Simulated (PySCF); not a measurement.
**Nuclear quadrupole coupling in `[SiH3]S[C@H]1CC=CCCC1`**

Compound: C₇H₁₄SSi.
Structure used (PBE0-D3(BJ)/def2-SVP), in Å, numbered top down from 1:
```xyz
23
C7H14SSi angstrom
Si     3.3319    0.3137    0.1995
S      2.2529    0.7573   -1.5958
C      0.5139    0.2534   -1.2152
C      0.4362   -1.2212   -0.8122
C     -0.9308   -1.8335   -0.9429
C     -2.0388   -1.3963   -0.3354
C     -2.1098   -0.2061    0.5791
C     -1.6320    1.1059   -0.0456
C     -0.1231    1.2315   -0.2331
H      2.7453    0.9657    1.4102
H      4.6941    0.8662   -0.0523
H      3.4434   -1.1521    0.4733
H      0.0324    0.3696   -2.2007
H      0.7897   -1.3194    0.2327
H      1.1499   -1.7858   -1.4289
H     -1.0107   -2.7143   -1.5896
H     -2.9706   -1.9431   -0.5167
H     -1.5090   -0.4029    1.4883
H     -3.1457   -0.0805    0.9281
H     -2.1418    1.2535   -1.0132
H     -1.9527    1.9391    0.6013
H      0.1088    2.2522   -0.5747
H      0.3713    1.1196    0.7492
```

Field gradients from the PBE0/pcSseg-1 density (PySCF, non-relativistic), principal values in atomic units, ordered |Vxx| ≤ |Vyy| ≤ |Vzz|:

| atom | Vxx | Vyy | Vzz |
| --- | --- | --- | --- |
| S2 | 0.2580 | 2.0248 | -2.2828 |

Problem. Find the asymmetry η = (Vxx − Vyy)/Vzz and the couplings χ = eQV/h (234.96 MHz × Q in barn × V in au), with Q(33S) = −0.0678 b.

Solution. 
| atom | environment | nucleus | η | χzz (MHz) | χxx (MHz) | χyy (MHz) |
| --- | --- | --- | --- | --- | --- | --- |
| S2 | sulfur bonded to C and Si | 33S | 0.77 | 36.37 | -4.11 | -32.26 |

The tensor is traceless: Vxx + Vyy + Vzz = 0.

Problem. What is Vzz at S2 in SI units (1 au = 9.71736 × 10²¹ V/m²)?

Solution. -2.2828 au = -22.183 × 10²¹ V/m².

Problem. And the gradient at the other heavy atoms, for which no coupling is worked out here?

Solution. 
| atom | environment | Vzz (au) | η |
| --- | --- | --- | --- |
| Si1 | SiH3 silicon | 0.385 | 0.08 |
| C3 | sp3 carbon bound to sulfur | 0.306 | 0.15 |
| C4 | allylic carbon | -0.074 | 0.83 |
| C5 | alkene CH carbon | 0.262 | 0.71 |
| C6 | alkene CH carbon | 0.291 | 0.57 |
| C7 | allylic carbon | -0.049 | 0.51 |
| C8 | ring CH2 carbon | -0.055 | 0.62 |
| C9 | ring CH2 carbon | -0.068 | 0.92 |

Were the hydrogens deuterons (Q(2H) = 0.00286 b), χzz would run from 93 kHz (H12 and H10) to 202 kHz (H17 and H16).

Isolated species at its PBE0-D3(BJ)/def2-SVP geometry (one conformer only). With a basis this small, the couplings can be 20 % off.

These values come from a run that also computed NMR shieldings. Time: 2.2 min (grids of density and orbitals included); peak memory 1.2 GiB. Hardware: one thread, Arm Neoverse N1 (aarch64), no GPU, shared host with 64 logical CPUs at a one-minute load of 61.
